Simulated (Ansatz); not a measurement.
**How methods differ on GaH2F (SMILES [H][Ga]([H])[F])**

GaH2F has 4 atoms, charge 0, and is taken as a singlet. As SMILES, `[H][Ga]([H])[F]`. Geometry: a GFN2-xTB relaxation, a rough one for these elements and not checked as a minimum.

```csv
atom,x (Å),y (Å),z (Å)
Ga,0.0512,0.0853,0.0008
H,1.5869,-0.0600,0.0139
H,-0.7975,1.3736,-0.0190
F,-0.8407,-1.3989,0.0043
```

Quantity: the energy change with the Ga1–H3 bond stretched from 1.543 to 2.314 Å, in eV. The values are calculated.

```tsv
level	kind	program	value (eV)	less FCI/STO-3G	CPU time (all runs)
HF/STO-3G (restricted)	Hartree–Fock	Ansatz	3.61	+1.35	0.38 s
SVWN5/STO-3G (restricted)	LDA	Ansatz	2.79	+0.53	3.7 s
revPBE/STO-3G (restricted)	GGA	Ansatz	2.59	+0.33	6.5 s
r2SCAN/STO-3G (restricted)	meta-GGA	Ansatz	2.82	+0.56	15 s
PBE0/STO-3G (restricted)	global hybrid	Ansatz	2.97	+0.71	6.1 s
CAM-B3LYP/STO-3G (restricted)	range-separated hybrid	Ansatz	3.15	+0.89	8.1 s
wB97X/STO-3G (restricted)	range-separated hybrid	Ansatz	3.16	+0.90	32 s
B2PLYP/STO-3G (restricted)	double hybrid	Ansatz	2.93	+0.67	8.5 s
CCSD(T)/STO-3G (restricted)	coupled cluster or CI	Ansatz	2.96	+0.70	1.4 s
FCI/STO-3G	exact in the basis	Ansatz	2.26	0.00	64 s
```

FCI/STO-3G is exact within its basis and frozen core, so for wave-function methods in that basis the difference is their error; functionals converge differently with the basis, so for them it is only a difference. A spin-restricted reference rises too steeply as a bond breaks; here HF/STO-3G, SVWN5/STO-3G, r2SCAN/STO-3G, PBE0/STO-3G, CAM-B3LYP/STO-3G, wB97X/STO-3G, B2PLYP/STO-3G, CCSD(T)/STO-3G lie well above the multireference or unrestricted value. All-electron rows without a relativistic Hamiltonian named are non-relativistic. The first shape isn't each level's own minimum. The values span 2.26 to 3.61 eV. All rows use very small basis sets, so none should be taken for the real molecule's value. In the correlated wave-function rows the outer d shell of Ga is correlated, in sets not made for it. CPU times are rough (shared hosts, several kinds of processor and program).
